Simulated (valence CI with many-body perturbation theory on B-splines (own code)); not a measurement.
Sr¹⁷⁺: calculated level list

Level of theory: relativistic CI+MBPT: three valence electrons over a frozen Dirac-Fock core [Ar], radial functions for each j: 7 s, 7 p, 8 d, 6 f, 4 g, 1 h, with the one-electron correlation potential Σ1 (screened to all orders), the two-electron term Σ2, the three-electron term Σ3, Breit, model QED; selected single and double excitations, second order for the rest, scaled by the run's own slope (own B-spline code, finite nucleus).

No measured spectrum was set against this ion. As an estimate, terms of the open shell hold to 2 to 4 % of their energy, and close levels can change places. Only levels of the ground parity were solved; by the run's estimate the other parity begins above the list, which can be wrong where configurations are misplaced.

Levels 1 to 19 of 19, with energies above the lowest level, 3d3 4F_3/2. "Leading %" is the weight of the configuration and term that name the level; weights of strongly mixed levels are sums over their largest components and can fall short, so below about 35 % the name and the second component can differ from the true leading terms, or belong to a minority configuration. In the jj column 3d3/2^4 stands for four electrons in 3d with j = 3/2.

```
No.  Configuration  Term     J  E (cm⁻¹)  Leading %  Second component             Leading jj
  1            3d3    4F   3/2       0.0         95        5 % 3d3 2D         3d3/2^3 (54 %)
  2            3d3    4F   5/2      8580         98                     3d3/2^2 3d5/2 (85 %)
  3            3d3    4F   7/2     17698         97                     3d3/2 3d5/2^2 (66 %)
  4            3d3    4F   9/2     26375         90        9 % 3d3 2G   3d3/2 3d5/2^2 (50 %)
  5            3d3    4P   3/2     47886         64       26 % 3d3 2P   3d3/2^2 3d5/2 (67 %)
  6            3d3    4P   1/2     50569         85       15 % 3d3 2P   3d3/2^2 3d5/2 (88 %)
  7            3d3    2G   7/2     59220         96                     3d3/2 3d5/2^2 (54 %)
  8            3d3    2G   9/2     62571         51       41 % 3d3 2H   3d3/2^2 3d5/2 (70 %)
  9            3d3    4P   5/2     63381         96        4 % 3d3 2D   3d3/2 3d5/2^2 (65 %)
 10            3d3    2D   3/2     72941         53       29 % 3d3 4P   3d3/2 3d5/2^2 (85 %)
 11            3d3    2P   1/2     77818         85       15 % 3d3 4P   3d3/2 3d5/2^2 (88 %)
 12            3d3    2H  11/2     85030        100                    3d3/2 3d5/2^2 (100 %)
 13            3d3    2H   9/2     87483         58       40 % 3d3 2G         3d5/2^3 (54 %)
 14            3d3    2D   5/2     89134         94                     3d3/2 3d5/2^2 (59 %)
 15            3d3    2P   3/2     98678         59       33 % 3d3 2D         3d5/2^3 (86 %)
 16            3d3    2F   7/2    121800         98                     3d3/2 3d5/2^2 (80 %)
 17            3d3    2F   5/2    123950         95        4 % 3d3 2D   3d3/2 3d5/2^2 (49 %)
 18            3d3    2D   5/2    185430         95                           3d5/2^3 (47 %)
 19            3d3    2D   3/2    187420        100                     3d3/2 3d5/2^2 (87 %)
```

Names give the largest LS component (configuration and term), which can be under half, so a name can repeat, a term be missing and a line seem to break the LS rules; names also repeat where a configuration has a term twice.

The ionisation energy to 3d2 3F_2 of the next ion comes out as 665.85 eV (NIST: 665 ± 3 eV (theoretical)). All 19 levels together are meant to be complete up to 194920 cm⁻¹.
